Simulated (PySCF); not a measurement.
## Gas-phase thermal properties of GeH3F

Energies from PySCF (xtb for GFN2), thermal terms from the rigid-rotor harmonic-oscillator model, ideal gas at 1 bar. 6-31G* has spherical d functions here. All species are closed-shell singlets. B3LYP is the form with VWN-RPA correlation. Ge: all electrons, no relativistic terms. The harmonic model lacks anharmonicity and excited electronic states, which grow with temperature; levels with a mode under 35 cm⁻¹ are left out.

```json
[
 {"level": "B3LYP/6-31G*", "point group": "C3v", "σ": "3", "ZPE (kJ/mol)": "65.9", "S°298 (J/mol/K)": "252.0", "Cp298 (J/mol/K)": "51.5", "S°1000 (J/mol/K)": "338.7", "H1000 − H298 (kJ/mol)": "53.0"},
 {"level": "GFN2-xTB", "point group": "C3v", "σ": "3", "ZPE (kJ/mol)": "60.0", "S°298 (J/mol/K)": "255.4", "Cp298 (J/mol/K)": "56.9", "S°1000 (J/mol/K)": "346.6", "H1000 − H298 (kJ/mol)": "55.4"},
 {"level": "HF/6-31G*", "point group": "C3v", "σ": "3", "ZPE (kJ/mol)": "70.8", "S°298 (J/mol/K)": "250.2", "Cp298 (J/mol/K)": "48.6", "S°1000 (J/mol/K)": "333.7", "H1000 − H298 (kJ/mol)": "51.2"},
 {"level": "PBE/def2-SVP", "point group": "C3v", "σ": "3", "ZPE (kJ/mol)": "64.4", "S°298 (J/mol/K)": "252.7", "Cp298 (J/mol/K)": "52.5", "S°1000 (J/mol/K)": "340.4", "H1000 − H298 (kJ/mol)": "53.5"},
 {"level": "PBE0/def2-TZVP", "point group": "C3v", "σ": "3", "ZPE (kJ/mol)": "66.6", "S°298 (J/mol/K)": "252.0", "Cp298 (J/mol/K)": "51.6", "S°1000 (J/mol/K)": "338.5", "H1000 − H298 (kJ/mol)": "52.8"}
]
```
σ: rotational symmetry number. Electronic degeneracy used: 1. Frequencies are unscaled.
